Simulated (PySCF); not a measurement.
**How methods differ on the excitation energy of P²⁺**

P²⁺ [Ne] 3s2 3p1 (2P) → P²⁺ [Ne] 3s2 3d1 (2D), as a difference of total energies. All numbers are calculated (PySCF 2.14, the non-relativistic Hamiltonian (point nucleus), in aug-cc-pV(T+d)Z with one added diffuse shell each of s, p, d, f type (7s6p5d3f, 71 functions)). Correlated levels: valence: [Ne] frozen. The calculations carry no spin-orbit coupling.

```json
{"method": "UHF", "excitation energy (eV)": "13.620"}
{"method": "LDA", "excitation energy (eV)": "12.314"}
{"method": "PBE", "excitation energy (eV)": "12.195"}
{"method": "PBE0", "excitation energy (eV)": "12.600"}
{"method": "r2SCAN", "excitation energy (eV)": "12.623"}
{"method": "TPSSh", "excitation energy (eV)": "12.556"}
{"method": "PW91", "excitation energy (eV)": "12.219"}
{"method": "BP86", "excitation energy (eV)": "12.201"}
{"method": "BHandHLYP", "excitation energy (eV)": "12.943"}
{"method": "MP2 (valence)", "excitation energy (eV)": "13.073"}
{"method": "SCS-MP2 (valence)", "excitation energy (eV)": "13.029"}
```

**Question.** How much does correlation contribute at MP2 (valence)?

**Answer.** 13.073 − (13.620) = -0.547 eV, measured against UHF.

A first-order spin-orbit estimate (lowest level to lowest level, LS coupling) adds 0.040 eV.

The promoted electron is Rydberg-like, and one or two diffuse shells describe it only roughly, which tends to raise the upper state.
